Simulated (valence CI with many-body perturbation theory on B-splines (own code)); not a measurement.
## Missing levels of W51+

Method: valence CI with perturbative core correlation (CI+MBPT): five valence electrons over a frozen Dirac-Fock core [Ar], a basis of 7 s, 7 p, 8 d, 6 f, 4 g, 1 h functions for each j, with the one-electron correlation potential Σ1 (screened to all orders), the two-electron term Σ2, the three-electron term Σ3, Breit, model QED; selected single and double excitations, second order for the rest, scaled by the run's own slope (own B-spline code, finite nucleus).

The last digits are not significant, and no measured levels were compared; by estimate large intervals hold to a few tenths of a per cent, small ones and those within an open d or f shell to about a per cent. Excitations out of the core, of the other parity, are not computed and may begin above about 249 eV (a cautious bound); beyond it only levels of the ground parity were kept, without lifetimes. Only levels of the ground parity were solved; by the run's estimate the other parity begins above the list, which can be wrong where configurations are misplaced.

| Level | E (eV) |
| --- | --- |
| (3d3/2^4 3d5/2) J=5/2 | 0.00 |
| (3d3/2^3 3d5/2^2) J=5/2 [a] | ? |
| (3d3/2^3 3d5/2^2) J=7/2 [a] | 70.08 |
| (3d3/2^3 3d5/2^2) J=11/2 | 71.35 |
| (3d3/2^3 3d5/2^2) J=3/2 [a] | 71.94 |
| (3d3/2^3 3d5/2^2) J=9/2 | 76.93 |
| (3d3/2^3 3d5/2^2) J=5/2 [b] | 80.67 |
| (3d3/2^3 3d5/2^2) J=1/2 | ? |
| (3d3/2^3 3d5/2^2) J=7/2 [b] | ? |
| (3d3/2^3 3d5/2^2) J=3/2 [b] | 102.16 |
| (3d3/2^2 3d5/2^3) J=5/2 [a] | 127.45 |
| (3d3/2^2 3d5/2^3) J=7/2 [a] | 136.13 |
| (3d3/2^2 3d5/2^3) J=11/2 | ? |
| (3d3/2^2 3d5/2^3) J=9/2 [a] | 138.56 |
| (3d3/2^2 3d5/2^3) J=13/2 | ? |
| (3d3/2^2 3d5/2^3) J=1/2 [a] | 143.43 |
| (3d3/2^2 3d5/2^3) J=3/2 [a] | ? |
| (3d3/2^2 3d5/2^3) J=5/2 [b] | 145.76 |
| (3d3/2^2 3d5/2^3) J=9/2 [b] | 151.01 |
| (3d3/2^2 3d5/2^3) J=7/2 [b] | 153.46 |

Levels are named by their leading jj configuration (3d3/2^4 stands for four electrons in 3d with j = 3/2), which in mixed levels can hold well under half, so a name can repeat and another be missing. Letters in brackets count levels of one name in rising energy.

(1) The levels stand in rising order. What does the calculation give for the missing energies?

Answers

(1) (3d3/2^3 3d5/2^2) J=5/2 [a] 58.41; (3d3/2^3 3d5/2^2) J=1/2 84.29; (3d3/2^3 3d5/2^2) J=7/2 [b] 85.16; (3d3/2^2 3d5/2^3) J=11/2 136.52; (3d3/2^2 3d5/2^3) J=13/2 141.54; (3d3/2^2 3d5/2^3) J=3/2 [a] 144.64.
